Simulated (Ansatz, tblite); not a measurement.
Spin states of ZnCl₂⁻, each relaxed with r2SCAN-D4/def2-TZVPD in Ansatz. Electronic energies in the gas phase.

The xTB rows come from tblite. Correlated methods freeze 19 core orbitals. In the quartet, Cl2 and Cl3 lie 2.66 Å apart (atoms count from 1), so these atoms are partly bonded to each other. The structure comes from a short search, and lower isomers may exist.

Doublet geometry (C2v within 0.1 Å):

Cartesian coordinates in Å:
```
Zn 0.0861 -0.0632 -0.7945
Cl 0.5334 -1.7998 0.6054
Cl -0.6195 1.8630 0.1891
```

Quartet geometry (C2v within 0.1 Å):

```csv
atom,x (Å),y (Å),z (Å)
Zn1,1.2966,0.4346,-0.0318
Cl2,-0.2887,-1.3360,-0.6119
Cl3,-1.0079,0.9015,0.6437
```

Run but left out: HF/STO-3G (doublet: ⟨S²⟩ 1.76, where a pure state has 0.75).

Only these spin states were relaxed.

| level | quartet − doublet (kJ/mol) | lowest of these | remarks |
| --- | --- | --- | --- |
| GFN1-xTB | 763.3 | doublet | – |
| GFN2-xTB | 902.4 | doublet | – |
| HF/def2-TZVPD | 454.0 | doublet | HOMO above zero (quartet) |
| HF/def2-TZVPPD | 454.1 | doublet | HOMO above zero (quartet) |
| LDA (SPW92)/def2-TZVPD | 460.1 | doublet | HOMO above zero (doublet), HOMO above zero (quartet) |
| PBE-D4/def2-TZVPD | 444.8 | doublet | HOMO above zero (doublet), HOMO above zero (quartet) |
| revPBE-D4/def2-TZVPD | 438.1 | doublet | HOMO above zero (doublet), HOMO above zero (quartet) |
| r2SCAN-D4/def2-TZVPD | 457.3 | doublet | HOMO above zero (doublet), HOMO above zero (quartet) |
| r2SCANh-D4/def2-TZVPD | 462.2 | doublet | HOMO above zero (quartet) |
| PBE0-D4/def2-TZVPD | 463.3 | doublet | HOMO above zero (quartet) |
| BHLYP-D4/def2-TZVPD | 484.1 | doublet | HOMO above zero (quartet) |
| ωB97M-V/def2-TZVPD | 495.9 | doublet | HOMO above zero (quartet) |
| RPA@PBE/def2-TZVPD | 465.3 | doublet | – |
| MP2/def2-TZVPD | 499.7 | doublet | HOMO above zero (quartet) |
| MP2/def2-TZVPPD | 500.9 | doublet | HOMO above zero (quartet) |
| CCSD/def2-TZVPPD | 490.5 | doublet | HOMO above zero (quartet) |
| CCSD(T)/def2-TZVPPD | 488.1 | doublet | HOMO above zero (quartet) |

| state | donor atoms | mean metal–ligand distance (Å) | range (Å) | Mulliken spin on the metal (PBE0) |
| --- | --- | --- | --- | --- |
| doublet | 2 | 2.275 | 2.27–2.28 | 0.97 |
| quartet | 2 | 2.446 | 2.45–2.45 | 2.11 |

⟨S²⟩ at PBE0-D4/def2-TZVPD: doublet 0.75 (pure 0.75), quartet 3.76 (pure 3.75).

Change of the quartet − doublet gap on mixing in exact exchange, in kJ/mol: PBE to PBE0 (25 % exact exchange) 18.4; r2SCAN to r2SCANh (10 % exact exchange) 4.9.

The xTB methods have no term that favours high spin, so they put low spin too low.
